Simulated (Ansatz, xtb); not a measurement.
**Ranking isomers of C2H9AlO2**

7 gas-phase structures of C2H9AlO2, from a drawn sample of its isomers (lower ones may exist). Each was relaxed with GFN2-xTB; where two conformers were screened, the lower at r2SCAN-D4/def2-SVP is listed:

A. `[CH3][Al-]([CH3])([OH])[OH2+]`, a singlet
B. `CC[O][AlH2-][OH2+]`, a singlet
C. `C[O][AlH2-][OH+]C`, a singlet
D. `C[OH+][Al@H-]([CH3])[OH]`, a singlet
E. `CC[OH+][AlH2-][OH]`, a singlet
F. `C[CH2][Al@H-]([OH])[OH2+]`, a singlet
G. `C[O+](C)[AlH2-][OH]`, a singlet

Task: Estimate their order in r2SCAN-D4/def2-SVP energy at these geometries, lowest first.

Result: Calculated order at r2SCAN-D4/def2-SVP: A (0.000), F (0.719), D (0.824), B (1.141), E (1.162), G (1.539), C (1.701) eV. Less than 1 kcal/mol parts B and E, so the order within that pair means little.

Energies above the lowest of each column, in eV; the last columns are at PBE0-D4/def2-SVP geometries and were run for some of them only (a dash: not run or not comparable):

```tsv
structure	GFN2-xTB	HF/STO-3G	r2SCAN-D4/def2-SVP	PBE0-D4/def2-SVP	CCSD(T)/def2-SVP + ΔMP2/def2-TZVPP
A	1.449	0.000	0.000	0.000	0.000
F	0.902	0.857	0.719	0.557	0.613
D	0.880	0.475	0.824	0.812	0.900
B	0.265	0.770	1.141	–	–
E	0.000	1.111	1.162	–	–
G	0.136	1.103	1.539	–	–
C	0.519	0.855	1.701	–	–
```

CCSD(T)/def2-SVP + ΔMP2/def2-TZVPP puts A lowest of those it was run on; GFN2-xTB picks E. Flexible structures stand in one conformer each, not always the lowest. F keeps a small imaginary mode. Frequencies (GFN2-xTB) were run for A, D, F alone. The ΔMP2 step shifts differences by up to 0.155 eV, which makes them less sure. ΔMP2 is the change of the MP2 energy from the smaller to the larger basis.

Over these structures GFN2-xTB departs from r2SCAN-D4/def2-SVP by 0.842 eV on average once a common shift is removed. A GFN2-xTB relaxation took about 0.27 s and the r2SCAN-D4/def2-SVP energy about 2.2 s on a shared host (Ansatz 0.2.0, xtb 6.7.1).
